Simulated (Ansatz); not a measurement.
Reaction (formal exchange of groups at the Si–S bond): `[SiH3][S][AlH][SH]` + `[Cl][SbH2]` → `[SiH3][SbH][Cl]` + `[SH][AlH][SH]`

Isolated molecules relaxed with PBE0-D4/def2-TZVP in Ansatz; ΔE leaves out vibrations. CCSD(T)/CBS is the MP2 limit (def2-TZVPP, def2-QZVPP) plus CCSD(T) − MP2 in def2-TZVPP, frozen cores. This one scheme is used for every species. DFT in def2-TZVPP. HSE06 is defined as in plane-wave codes. def2 core potentials past Kr. For Sb outer-core shells are correlated without core-valence functions, which leaves a few kJ/mol of doubt a bond. One conformer a species, not always the lowest.

```
   level  ΔE (kcal/mol)
  B97M-V            8.4
HSE06-D4            5.7
  B2PLYP            6.1
   BHLYP            6.3
```

What does CCSD(T)/CBS give? (An estimate is asked.)

Computed: +6.1 kcal/mol. The listed levels differ from it by 2.3, -0.4, 0.0, 0.2 kcal/mol.

Largest T1 diagnostic among the species: 0.013.

The D4 term adds +1.0 kcal/mol with B3LYP and +0.5 kcal/mol with PBE0; it sums over pairs of atoms, weighted by their polarisabilities, and B3LYP, whose exchange is more repulsive, gets the larger term. Leaving LDA and LC-ωPBE aside and taking each functional with its dispersion term where it has one, the values, not all of them listed here, spread over 3.3 kcal/mol, from PBE-D4 to B97M-V. LDA lies +0.9 kcal/mol from PBE without D4.

B3LYP here is the variant with VWN-RPA as its local correlation; programs differ in this.
